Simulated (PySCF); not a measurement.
Precursor series Zn Br-H. Gas-phase values, no solvent.

The dipole moment from two functionals at the same geometries (BP86-D3(BJ)/def2-SVP), both in PySCF: PBE-D3(BJ)/def2-TZVP and B3LYP-D3(BJ)/def2-TZVP. B3LYP has the VWN-RPA correlation part, as in Gaussian. 

| species | B3LYP-D3(BJ)/def2-TZVP (D) |
|---|---|
| 0 of 2 Br replaced by H ([Zn(Br)2]) | 0.00 |
| 1 of 2 Br replaced by H ([Zn(Br)(H)]) | 1.58 |
| 2 of 2 Br replaced by H ([Zn(H)2]) | 0.00 |

What does PBE-D3(BJ)/def2-TZVP give for each?


- 0 of 2 Br replaced by H ([Zn(Br)2]): 0.00
- 1 of 2 Br replaced by H ([Zn(Br)(H)]): 1.48
- 2 of 2 Br replaced by H ([Zn(H)2]): 0.00
Over these rows, drawn at random from the members with no instability flagged (it was tested for open shells, ions and some series alone), PBE minus B3LYP-D3(BJ): mean -0.03 D, from -0.10 D to 0.00 D.
